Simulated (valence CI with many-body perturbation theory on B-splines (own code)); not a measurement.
## Questions on Ge XX

Level of theory: relativistic CI+MBPT: three valence electrons over a frozen Dirac-Fock core [Ne], a basis of 11 s, 11 p, 9 d, 7 f, 5 g, 2 h, 1 i functions for each j, with the one-electron correlation potential Σ1, the two-electron term Σ2, the three-electron term Σ3, Breit, model QED; selected CI, second order for the rest (own B-spline code, finite nucleus).

No measured levels were compared; by estimate levels of excited configurations hold to 0.05 to 0.15 % of their energy, terms of the ground configuration to about 0.5 %.

Names give the largest LS component (configuration and term), which can be under half, so a name can repeat, a term be missing and a line seem to break the LS rules; names also repeat where a configuration has a term twice.

Rates and lifetimes use the calculated energies. Strong lines usually hold to 10 to 20 %, long lifetimes can be off by a factor of two.

(1) What is the ground level?

(2) What are the static dipole polarisabilities of the lowest levels?

(3) Among levels below 201.03 eV, which E1 lines absorb most strongly from the ground level?

(4) Name the longest-lived excited levels whose lifetime is computed, and their main decay.

(5) Where does the other parity begin?

(6) How well does LS coupling describe the low levels?

(7) What is the ionisation energy?

Results:

(1) 3s²3p ²P°_1/2, composition 98 % 3s²3p ²P°, g = 0.664.

(2) 3s²3p ²P°_1/2 0.127; 3s²3p ²P°_3/2 0.129 (tensor 0.013) bohr³, of which the core gives 0.00208.

(3) to 3s²3d ²D_3/2 at 14.66 nm, f = 0.346; to 3s3p² ²P_1/2 at 18.84 nm, f = 0.232; to 3s3p² ²P_3/2 at 16.74 nm, f = 0.128.

(4) 3s²3p ²P°_3/2 at 6.77 eV lives 682 μs, mostly by M1 to 3s²3p ²P°_1/2. The lifetime of 3s3p3d ⁴F°_9/2 is too uncertain to give, and may be longer.

(5) At 3s3p² ⁴P_1/2, 41.24 eV.

(6) Among the lowest 20 levels the leading LS term, summed over configurations, holds 89 % on average. For single configurations the figures are 81 % in LS and 72 % in jj coupling. Terms mix most in the J = 1/2 level at 72.61 eV, where the leading one holds 50 %.

(7) 749.33 eV; NIST lists 744 ± 3 eV (semi-empirical).
